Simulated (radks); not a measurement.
Results of a calculation; reference values are marked as such.
Sn14+, 36 electrons, occupied as [Kr].

Code: a radial shooting solver on a logarithmic mesh with Libxc functionals. Model: scalar-relativistic Kohn-Sham, LB94 model potential, spin-polarised, spherical densities, finite nucleus; Fermi nuclear charge, rms radius 4.6519 fm.

Energy parts (hartree):
| part | energy |
|---|---|
| kinetic | 6399.77751 |
| electron-nucleus | -14359.21710 |
| Hartree | 2003.62598 |
(The LB94 potential has no energy functional, so no total or exchange-correlation energy is given.)

Orbitals (lengths in bohr, moments of r in powers of bohr; r(90%) holds 90 % of the orbital's charge):
orbital  occ.  eigenvalue (hartree)  r(90%)     <r^2>      <r^4>
1s          2             -1083.745  0.0521  0.001139  3.381e-06
2s          2             -174.7276   0.193   0.01846  0.0005842
2p          6             -158.3297   0.178   0.01456  0.0004192
3s          2             -43.53431   0.495    0.1301    0.02565
3p          6             -38.15409   0.502    0.1302    0.02682
3d         10             -29.90452   0.488    0.1140    0.02359
4s          2             -15.88248    1.08    0.6448     0.5896
4p          6             -14.09433    1.14    0.7091     0.7236
4d          0             -11.39983    1.24    0.8175     0.9989
4f          0              -8.54082    1.37    0.9409      1.428
5s          0              -8.27102    1.95     2.181      6.422
5p          0              -7.53726    2.06     2.423      7.977

The highest occupied level is 4p at -383.53 eV. The density falls to 0.001 e/bohr^3 at r = 1.85 bohr.
